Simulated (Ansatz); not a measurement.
Energy needed to pull apart BHSeCl (SMILES ClB[Se]), doublet, into free ground-state atoms, from the structure below (displaced at random from a GFN2-xTB minimum); no zero-point or spin–orbit terms; open-shell atoms are treated unrestricted, in their ground-state multiplicity.

Cl1  (-1.653, -0.563, 0.223)
B2  (-0.020, 0.117, -0.099)
Se3  (1.552, -0.642, 0.743)
H4  (0.087, 1.093, -0.867)
(Å)

Ansatz 0.2.0; basis: def2-TZVPP; cores frozen in the correlated methods; orbitals are unrestricted. Filled d shells of the heavier atoms are correlated. The def2 sets are not built for correlating such inner shells, so the correlated values are less sure here. B3LYP uses VWN-RPA correlation.

```csv
method,atomization energy (eV)
PBE-D4,12.82
r2SCAN-D4,?
PBE0-D4,12.54
B3LYP-D4,12.32
r2SCANh-D4,12.54
wB97M-V,12.37
HF,9.27
MP2,?
CCSD,11.64
CCSD(T),11.91
```

**Question.** What does MP2 give? (Judge from chemistry; the value comes from the calculation.)

**Answer.** The calculation gives: 12.31 eV, which is about 0.40 eV more than CCSD(T)/def2-TZVPP.

**Question.** What does r2SCAN-D4 give? (An estimate is asked for; the value comes from the calculation.)

**Answer.** Computed: 12.65 eV, which is about 0.74 eV more than CCSD(T)/def2-TZVPP.

In triple zeta the MP2 and coupled-cluster atomization energies are still short of their basis limit by a few kcal/mol a bond, whereas those of the functionals are nearly converged, so these differences are not deviations from converged CCSD(T).

No T1 diagnostic of these runs exceeds 0.014. ⟨S²⟩ of the unrestricted Hartree–Fock references: 0.76 (a pure state has 0.75).

For scale, one of the runs: CCSD(T)/def2-TZVPP forces, 135 basis functions (an equivalent command: `ansatz run in.yaml --threads 4`). Time: 3.9 min of wall clock on 4 CPU threads; the host was shared. Peak host memory: 2.9 GiB.
